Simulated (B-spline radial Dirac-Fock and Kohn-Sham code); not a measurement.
**Magnetic form factor of the 4f shell of Pt³⁰⁺**

System: the Pt³⁰⁺ ion in the configuration [Kr] 4d10 4f2.

These are calculated numbers from a radial finite-basis atomic code; the model is relativistic Hartree-Fock (Dirac-Fock) wave functions, averaged over the configuration. ⟨j_K⟩ is the integral of the 4f radial density with the spherical Bessel function j_K(4πsr), s = sin θ/λ.

Hund's rules give S = 1, L = 5, J = 4 for 4f2, so g = 0.800, and the dipole approximation is F = ⟨j0⟩ + C₂⟨j2⟩ with C₂ = (2 − g)/g = 1.500.

```csv
s (Å⁻¹),⟨j0⟩,⟨j2⟩,⟨j4⟩,⟨j6⟩,F (dipole)
0,1.0000,0.0000,0.0000,0.0000,1.0000
0.05,0.9966,0.0014,0.0000,0.0000,0.9986
0.1,0.9865,0.0054,0.0000,0.0000,0.9946
0.15,0.9699,0.0120,0.0001,0.0000,0.9879
0.2,0.9472,0.0209,0.0002,0.0000,0.9785
0.25,0.9186,0.0320,0.0004,0.0000,0.9666
0.3,0.8849,0.0449,0.0008,0.0000,0.9522
0.35,0.8465,0.0593,0.0015,0.0000,0.9355
0.4,0.8043,0.0748,0.0025,0.0001,0.9165
0.45,0.7588,0.0910,0.0039,0.0001,0.8954
0.5,0.7109,0.1076,0.0057,0.0002,0.8723
0.6,0.6105,0.1404,0.0108,0.0005,0.8211
0.7,0.5089,0.1702,0.0179,0.0012,0.7642
0.8,0.4107,0.1951,0.0270,0.0023,0.7034
0.9,0.3200,0.2135,0.0378,0.0041,0.6403
1,0.2391,0.2250,0.0497,0.0067,0.5765
1.1,0.1696,0.2294,0.0621,0.0101,0.5136
1.2,0.1118,0.2274,0.0743,0.0143,0.4529
1.4,0.0297,0.2081,0.0956,0.0248,0.3418
1.6,-0.0159,0.1763,0.1100,0.0369,0.2485
```

Radial moments of the shell: ⟨r²⟩ = 0.1840, ⟨r⁴⟩ = 0.05481, ⟨r⁶⟩ = 0.02417 in powers of bohr.
